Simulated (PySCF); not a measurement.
Molecule: `InChI=1S/C6H4N2/c7-4-6-2-1-3-8-5-6/h1-3,5H`.

Structure with atom numbers: `[N:1]#[C:2][c:3]1[cH:4][cH:5][cH:6][n:7][cH:8]1`. Hydrogens are named by the atom that carries them.

Geometry PBE0-D3(BJ)/def2-SVP throughout; GIAO in PySCF, gas phase, one conformer, non-relativistic; equivalent atoms averaged; functional PBE0.

**Question.** How do the absolute shieldings σ depend on the basis set? (a selection of nuclei; ppm; last column core-seconds on shared hosts with different chips, so compare them loosely)

**Answer.** 
```
    basis set  functions      N7     N1     C8     C4     C5     C3  H(C8)  H(C4)  H(C5)  core-s
       STO-3G         44    24.5   51.0  111.3  117.9  127.5  136.1  23.37  24.78  25.13     5.6
     pcSseg-0         80  -124.1  -71.6   25.7   42.9   60.5   73.1  23.32  24.91  25.41     6.5
        6-31G         80   -74.1  -26.8   50.8   64.7   79.5   89.0  23.29  24.65  25.08     9.5
       6-31G*        120   -55.7  -21.4   46.5   60.3   76.7   87.4  23.08  24.27  24.81      14
      cc-pVDZ        132   -66.7  -26.5   44.5   58.0   73.8   83.8  22.36  23.54  24.11      16
     def2-SVP        132   -71.0  -32.5   41.9   55.5   72.7   83.6  22.60  23.65  24.23      12
     pcSseg-1        156   -97.7  -62.4   24.3   38.4   56.5   69.7  22.25  23.34  23.92      14
  aug-cc-pVDZ        220   -64.3  -24.2   42.0   56.6   73.5   84.2  22.14  23.26  23.86      37
6-311+G(2d,p)        240   -87.8  -49.7   28.2   42.3   60.5   72.1  22.31  23.43  24.05      47
    def2-TZVP        272   -92.2  -52.3   26.7   40.8   59.2   70.7  22.32  23.44  24.04      54
      cc-pVTZ        296   -90.0  -50.1   28.5   42.7   60.6   72.3  22.18  23.26  23.85      65
     IGLO-III        320  -100.1  -59.3   20.1   34.7   53.3   65.2  22.19  23.31  23.93      70
```

**Question.** Which nucleus among those listed moves most, in ppm?

**Answer.** N7 (pyridine-type ring nitrogen): from -124.1 ppm with pcSseg-0 to 24.5 ppm with STO-3G. The smallest spread is 1.23 ppm, at H(C8). Proton shifts span only some 12 ppm, so a few tenths of a ppm matter as much there as several ppm in carbon.

**Question.** Taking the largest basis, IGLO-III (320 functions), as the yardstick, rank the others by their worst heavy-atom deviation.

**Answer.** pcSseg-1 4.6 ppm (156 functions), def2-TZVP 7.9 ppm (272 functions), cc-pVTZ 10.1 ppm (296 functions), 6-311+G(2d,p) 12.4 ppm (240 functions), pcSseg-0 23.9 ppm (80 functions), def2-SVP 29.1 ppm (132 functions), 6-31G 32.5 ppm (80 functions), cc-pVDZ 33.4 ppm (132 functions), aug-cc-pVDZ 35.8 ppm (220 functions), 6-31G* 44.4 ppm (120 functions), STO-3G 124.6 ppm (44 functions).

A small basis that lands close on one nucleus may do so by chance; judge by the trend and by all nuclei.
